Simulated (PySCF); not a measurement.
From one molecule to another.

First species: C₇H₇BrO₂.
Geometry (PBE0-D3(BJ)/def2-SVP, Å), atoms numbered from 1 in this order:
```
atom  x, y, z in Å
C1     1.707    0.679    1.192
C2     1.452   -0.057   -0.122
C3     0.035   -0.507   -0.267
C4    -0.489   -1.805   -0.006
C5    -1.835   -1.733   -0.247
O6    -2.185   -0.506   -0.633
C7    -1.061    0.250   -0.646
C8    -1.111    1.642   -1.037
O9    -0.183    2.389   -1.045
Br10  -2.887    2.258   -1.577
H11    1.092    1.589    1.251
H12    2.762    0.981    1.268
H13    1.469    0.045    2.060
H14    1.705    0.607   -0.962
H15    2.107   -0.939   -0.192
H16    0.068   -2.682    0.316
H17   -2.638   -2.464   -0.188
```

Second species: BGe2H9Si.
Atom-mapped SMILES: `[BH2:1][Ge@H:2]([SiH3:3])[GeH3:4]` (hydrogens: H5, H6 on B1; H7 on Ge2; H8, H9, H10 on Si3; H11, H12, H13 on Ge4)

Levels: B3LYP/def2-SVPD for dipole moment, HOMO energy, LUMO energy, HOMO–LUMO gap, static isotropic polarisability and electronic spatial extent ⟨r²⟩ about the centre of nuclear charge; TDDFT B3LYP/def2-SVPD for lowest singlet excitation; TDA B3LYP/def2-SVPD for lowest triplet excitation (Tamm–Dancoff); ΔSCF B3LYP/def2-SVPD for vertical ionisation energy and vertical electron affinity; PBE0-D3(BJ)/def2-SVP for rotational constant A and rotational constant C. Geometries: PBE0-D3(BJ)/def2-SVP. Each species is one conformer at its optimised geometry, gas phase, non-relativistic unless stated; the electronic structure was computed with PySCF and density fitting.

The conformers computed, where there is a choice (atom-mapped SMILES and torsion angles):
- `[CH3:1][CH2:2][c:3]1[cH:4][cH:5][o:6][c:7]1[C:8](=[O:9])[Br:10]`: C1–C2–C3–C4 -99°, O6–C7–C8–O9 178°

| property | column X | column Y |
| --- | --- | --- |
| dipole moment | 4.53 D | 0.20 D |
| HOMO energy | -7.27 eV | -7.62 eV |
| LUMO energy | -2.31 eV | -2.67 eV |
| HOMO–LUMO gap | 4.96 eV | 4.95 eV |
| lowest singlet excitation | 4.27 eV | 3.92 eV |
| lowest triplet excitation (Tamm–Dancoff) | 3.15 eV | 3.26 eV |
| static isotropic polarisability | 116.0 au | 119.2 au |
| vertical ionisation energy | 9.18 eV | 9.56 eV |
| vertical electron affinity | 0.51 eV | 0.92 eV |
| electronic spatial extent ⟨r²⟩ about the centre of nuclear charge | 2240 bohr² | 1223 bohr² |
| rotational constant A | 1.655 GHz | 2.696 GHz |
| rotational constant C | 0.462 GHz | 0.939 GHz |

**Question.** Which column belongs to which species?

**Answer.** Column X is the first species and column Y the second. The first has 17 atoms and 100 electrons, the second 13 and 92.

**Question.** How does each property change from the first species to the second?

**Answer.** dipole moment -4.33 D; HOMO energy -0.35 eV; LUMO energy -0.36 eV; HOMO–LUMO gap -0.01 eV; lowest singlet excitation -0.35 eV; lowest triplet excitation (Tamm–Dancoff) +0.11 eV; static isotropic polarisability +3.2 au; vertical ionisation energy +0.38 eV; vertical electron affinity +0.41 eV; electronic spatial extent ⟨r²⟩ about the centre of nuclear charge -1017 bohr²; rotational constant A +1.041 GHz; rotational constant C +0.477 GHz.

On the first: The principal polarisabilities are 75.6, 123.2 and 149.1 au; their mean is the isotropic value. −ε(LUMO) is 2.31 eV against a ΔSCF electron affinity of 0.51 eV. Relativistic effects, spin–orbit coupling among them, are left out although an element past zinc is present.

On the second: The vertical singlet–triplet gap S1 − T1 is 0.66 eV (TDDFT singlet less Tamm–Dancoff triplet; S1: HOMO−1→LUMO, weight 0.55, beside HOMO→LUMO, weight 0.39; T1: HOMO−1→LUMO, weight 0.49, beside HOMO→LUMO, weight 0.43). −ε(LUMO) is 2.67 eV against a ΔSCF electron affinity of 0.92 eV. Relativistic effects, spin–orbit coupling among them, are left out although an element past zinc is present.
